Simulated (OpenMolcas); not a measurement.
Values are calculated unless marked as measured or tabulated.
# Rh4+: input and output

Rh4+ among 5 point charges of -2 e arranged as a square pyramid (C4v), 2 Å from the ion, with the axial distance 2.200 Å.

Input:

```
&GATEWAY
Coord
1

Rh 0.0 0.0 0.0
Basis=ANO-RCC-VDZP
Group=NoSym
NoMove
AngMom=0.0 0.0 0.0
AMFI
XField
5 Angstrom 0
2.000000 0.000000 0.000000 -2.000000
0.000000 2.000000 0.000000 -2.000000
-2.000000 0.000000 0.000000 -2.000000
0.000000 -2.000000 0.000000 -2.000000
0.000000 0.000000 2.200000 -2.000000
&SEWARD
&RASSCF
FileOrb=start.orb
Symmetry=1
Spin=6
nActEl=5 0 0
Inactive=18
Ras2=5
CIRoot=1 1 1
SDav=1
CIMx=300
Iter=120 100
PrWF=0.3
OrbListing=Nothing
MaxOrb=0
>>> COPY $Project.JobIph JOB001
&RASSCF
FileOrb=start.orb
Symmetry=1
Spin=4
nActEl=5 0 0
Inactive=18
Ras2=5
CIRoot=24 24 1
SDav=24
CIMx=300
Iter=120 100
PrWF=0.3
OrbListing=Nothing
MaxOrb=0
>>> COPY $Project.JobIph JOB002
&RASSCF
FileOrb=start.orb
Symmetry=1
Spin=2
nActEl=5 0 0
Inactive=18
Ras2=5
CIRoot=75 75 1
SDav=75
CIMx=300
Iter=120 100
PrWF=0.3
OrbListing=Nothing
MaxOrb=0
>>> COPY $Project.JobIph JOB003
&RASSI
NrOfJobIphs=3 1 24 75
1
1 2 3 4 5 6 7 8 9 10 11 12 13 14 15 16 17 18 19 20 21 22 23 24
1 2 3 4 5 6 7 8 9 10 11 12 13 14 15 16 17 18 19 20 21 22 23 24 25 26 27
28 29 30 31 32 33 34 35 36 37 38 39 40 41 42 43 44 45 46 47 48 49 50 51
52 53 54 55 56 57 58 59 60 61 62 63 64 65 66 67 68 69 70 71 72 73 74 75
IphNames
JOB001
JOB002
JOB003
EJob
SpinOrbit
DIPRint=1.0
SOCoupling=1000.0
Subsets=2
Property=9
'ANGMOM' 1 'ANGMOM' 2 'ANGMOM' 3 'MLTPL  1' 1 'MLTPL  1' 2 'MLTPL  1' 3
'AMFI' 1 'AMFI' 2 'AMFI' 3
SOProperty=3
'ANGMOM' 1 'ANGMOM' 2 'ANGMOM' 3
```

Launched by
```bash
OMP_NUM_THREADS=1 MOLCAS_MEM=1689 MOLCAS_PROJECT=a pymolcas a.inp > a.log  # once for each step of the input, in one work folder
```

A driver script runs the steps one by one and writes start.orb anew before each from the orbitals found so far.

Output, cut to the results:

```
--- SEWARD ---
Basis set label: RH.ANO-RCC...6S5P3D1F.

      Electronic valence basis set:
      ------------------
      Associated Effective Charge  45.000000 au
      Associated Actual Charge     45.000000 au
      Nuclear Model: Point charge

      Shell  nPrim  nBasis  Cartesian Spherical Contaminant
         s      21       6        X
         p      18       5        X
         d      13       3                 X
         f       6       1                 X
                  Relativistic Douglas-Kroll-Hess integrals:
                    - DKH order of Hamiltonian: 2
                    - DKH order of Properties : 0
                  Atomic mean-field integrals
--- RASSCF ---
Wave function specifications:
      -----------------------------

      Number of closed shell electrons          36
      Number of electrons in active shells       5
      Max number of holes in RAS1 space          0
      Max nr of electrons in RAS3 space          0
      Number of inactive orbitals               18
      Number of active orbitals                  5
      Number of secondary orbitals              20
      Spin quantum number                      2.5
      State symmetry                             1
Orbital specifications:
      -----------------------

      Symmetry species                           1
                                                 a
      Frozen orbitals                            0
      Inactive orbitals                         18
      Active orbitals                            5
      RAS1 orbitals                              0
      RAS2 orbitals                              5
      RAS3 orbitals                              0
      Secondary orbitals                        20
      Deleted orbitals                           0
      Number of basis functions                 43
      Number of CSFs                             1
      Number of root(s) required                 1
      Iter CI   SX   CI       RASSCF       Energy    max ROT     max BLB   max BLB  Level Ln srch  Step   QN
          iter iter root      energy       change     param      element    value   shift minimum  type update
 Nr of preliminary CI iterations:   1
      Total energies have been shifted. Add                -4000.00 au
        1   1    8    1  -786.83985184    0.00E+00   2.35E-01*  23  36 1  5.15E-01*  0.00   0.00    SX    NO
        2   1    8    1  -787.36845638   -5.29E-01* -5.00E-02   18  31 1  1.69E-01*  0.06   0.00    SX    NO
        3   1    8    1  -787.38401275   -1.56E-02*  1.22E-02   23  36 1  1.74E-02*  0.03   0.00    SX    NO
        4   1    7    1  -787.38483217   -8.19E-04*  5.00E-03   18  31 1  1.15E-02*  0.04   0.00    SX    NO
        5   1    7    1  -787.38494068   -1.09E-04* -1.41E-03   17  30 1 -3.63E-03*  0.04   0.72    QN   YES
        6   1    6    1  -787.38496039   -1.97E-05* -1.18E-04   21  40 1  9.89E-05   0.04   1.01    QN   YES
        7   1    5    1  -787.38496042   -2.93E-08* -3.61E-05   18  21 1 -2.84E-05   0.04   0.91    QN   YES
        8   1    4    1  -787.38496042   -2.73E-09   1.92E-06   21  40 1  3.80E-06   0.04   1.00    QN   YES
      Convergence after  8 iterations
        9   1    4    1  -787.38496042   -3.55E-11   1.92E-06   18  21 1 -1.36E-06   0.04   1.00    QN   YES
      Natural orbitals and occupation numbers for root  1
      sym 1:   1.000000   1.000000   1.000000   1.000000   1.000000
::    RASSCF root number  1 Total energy:  -4787.38496042
--- RASSCF ---
Wave function specifications:
      -----------------------------

      Number of closed shell electrons          36
      Number of electrons in active shells       5
      Max number of holes in RAS1 space          0
      Max nr of electrons in RAS3 space          0
      Number of inactive orbitals               18
      Number of active orbitals                  5
      Number of secondary orbitals              20
      Spin quantum number                      1.5
      State symmetry                             1
Orbital specifications:
      -----------------------

      Symmetry species                           1
                                                 a
      Frozen orbitals                            0
      Inactive orbitals                         18
      Active orbitals                            5
      RAS1 orbitals                              0
      RAS2 orbitals                              5
      RAS3 orbitals                              0
...
--- RASSI ---
SPIN-FREE ENERGIES:
  (Shifted by EMIN (a.u.) =      -4787.3849604205)

 SF State       Relative EMIN(au)   Rel lowest level(eV)    D:o, cm**(-1)      L_eff

     1             0.0000000000        0.0000000000              0.0000         0.0
     2             0.1066604850        2.9023796544          23409.2706         3.4
     3             0.1066604850        2.9023796544          23409.2706         3.4
     4             0.1127506127        3.0681004707          24745.8992         3.5
     5             0.1189431215        3.2366072216          26104.9978         3.4
     6             0.1291058399        3.5131488749          28335.4566         3.4
     7             0.1291058399        3.5131488749          28335.4566         3.4
     8             0.1295878322        3.5262645555          28441.2417         3.9
     9             0.1364472756        3.7129195178          29946.7155         4.0
    10             0.1374825637        3.7410911420          30173.9350         4.0
    11             0.1422543119        3.8709370257          31221.2127         3.1
    12             0.1422543119        3.8709370257          31221.2127         3.1
    13             0.1547786085        4.2117404973          33969.9780         2.7
    14             0.1605520673        4.3688443166          35237.1058         2.3
    26             0.1661085734        4.5200445488          36456.6179         5.2
    15             0.1671933305        4.5495622951          36694.6946         2.0
    27             0.1703899763        4.6365474573          37396.2772         5.5
    28             0.1703899763        4.6365474573          37396.2772         5.5
    29             0.1768149156        4.8113789630          38806.3884         5.5
    16             0.1773411909        4.8256996423          38921.8925         2.2
    30             0.1775335009        4.8309326650          38964.0997         5.6
...
```

Spin-orbit levels above the lowest:

```csv
E (cm-1),Degeneracy,2S+1,g
0.0,2,6,2.00 5.99 5.99
8.2,2,6,0.19 0.19 5.98
23.8,2,6,0.19 0.19 9.98
22610,2,4,3.89 3.89 4.12
22668,2,4,1.34 5.12 5.12
22873,2,4,1.29 3.60 3.60
23620,2,4,1.56 3.27 3.27
24792,2,4,0.26 0.26 4.18
25171,2,4,1.08 1.71 1.71
25953,2,4,0.10 0.10 5.06
26370,2,4,1.62 3.19 3.19
27861,2,4,0.95 0.95 8.48
27940,2,4,1.33 1.33 4.02
28001,2,4,1.48 6.04 6.04
28677,2,4,0.34 1.97 1.97
28801,2,4,0.18 0.18 6.74
28995,2,4,0.60 0.60 6.27
29796,2,4,1.91 3.99 3.99
29995,2,4,0.17 0.17 5.92
30093,2,4,0.07 0.07 6.34
```

Without dynamic correlation the repulsion within the d shell is too large (B by tens of per cent), so at a given field states of lower spin stand too high. Point charges give a weaker field than real ligands, and real ions of this kind are as a rule low spin; the high spin found here belongs to the model. Point charges carry no covalency, so the field is a model and not that of real ligands. An unlabelled pair can be two single states that coincide in this model. No measured value stands beside these numbers.

The RASSCF and RASSI steps took 25 s on 1 thread of Arm Neoverse V1 (shared host); the integral step is not counted.
